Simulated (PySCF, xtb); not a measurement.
C2H8O3Sn, SMILES C[CH2][Sn]([OH])([OH])[OH] (connectivity only; charge and spin as stated), charge +1, multiplicity 2. The values are those of a single conformer.

Harmonic wavenumbers (cm⁻¹) from xtb 6.7.1 with GFN2-xTB at its own minimum, in rising order: 35, 56, 71, 116, 121, 124, 153, 188, 250, 284, 296, 328, 392, 507, 511, 588, 774, 802, 806, 824, 832, 1010, 1134, 1158, 1300, 1322, 1350, 1423, 2829, 2959, 2980, 2995, 3011, 3517, 3520, 3532.

### Question
What does PBE0-D3(BJ)/def2-SVP run with PySCF give at its own minimum? (Estimate from the structure and the level; the computed values follow.)

### Answer
21, 88, 92, 131, 132, 152, 161, 199, 259, 264, 270, 311, 543, 624, 676, 676, 790, 819, 840, 863, 866, 1078, 1104, 1197, 1312, 1375, 1434, 1476, 2941, 3094, 3118, 3189, 3209, 3821, 3822, 3827. Paired by order, the mean absolute difference is 80 cm⁻¹ and the zero-point energies are 60.2 and 64.0 kcal/mol.
